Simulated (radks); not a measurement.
Results of a calculation; reference values are marked as such.
Problem. Os, 76 electrons, occupied as [Xe] 4f14 5d6 6s2. Code: a radial shooting solver on a logarithmic mesh with Libxc functionals. Model: Dirac Kohn-Sham, LDA (Slater exchange, Perdew-Wang correlation), spin-unpolarised, spherical densities, finite nucleus; open shells are shared between the two j in proportion to 2j + 1; Fermi nuclear charge, rms radius 5.4126 fm. Some entries of the table are withheld. Estimate them.

orbital,occ.,eigenvalue (hartree),r(max) (bohr),<r^2> (bohr^2)
1s1/2,2,-2707.492,0.01104,0.0004342
2s1/2,2,-471.2785,0.06365,0.006593
2p1/2,2,-451.4753,0.04711,0.004687
2p3/2,4,-395.2682,0.05416,0.005882
3s1/2,2,-109.6496,0.1792,0.04298
3p1/2,2,-100.7422,0.1675,0.03930
3p3/2,4,-88.48837,0.1819,0.04583
3d3/2,4,-73.46670,0.1420,0.03535
3d5/2,6,-70.80981,0.1460,0.03713
4s1/2,2,-23.11218,0.4055,0.2110
4p1/2,2,-19.37034,0.4043,0.2164
4p3/2,4,-16.48300,0.4346,0.2510
4d3/2,4,-10.31944,(1),0.2700
4d5/2,6,-9.78453,(2),0.2827
5s1/2,2,-3.36512,0.9137,1.137
5p1/2,2,(3),(4),1.367
4f5/2,6,-1.97428,0.4025,0.3765
4f7/2,8,-1.87103,0.4073,0.3882
5p3/2,4,(5),(6),1.635
5d3/2,2.4,(7),1.334,3.775
6s1/2,2,-0.23448,2.469,10.06
5d5/2,3.6,(8),1.379,4.168
6p1/2,0,-0.06771,(9),20.04
6p3/2,0,-0.04586,(10),26.14
7s1/2,0,(11),9.781,558.3

Solution. 
(1) 4d3/2 r(max) (bohr): 0.4295
(2) 4d5/2 r(max) (bohr): 0.4390
(3) 5p1/2 eigenvalue (hartree): -2.20556
(4) 5p1/2 r(max) (bohr): 0.9728
(5) 5p3/2 eigenvalue (hartree): -1.75098
(6) 5p3/2 r(max) (bohr): 1.055
(7) 5d3/2 eigenvalue (hartree): -0.26155
(8) 5d5/2 eigenvalue (hartree): -0.22272
(9) 6p1/2 r(max) (bohr): 3.222
(10) 6p3/2 r(max) (bohr): 3.653
(11) 7s1/2 eigenvalue (hartree): -0.00075
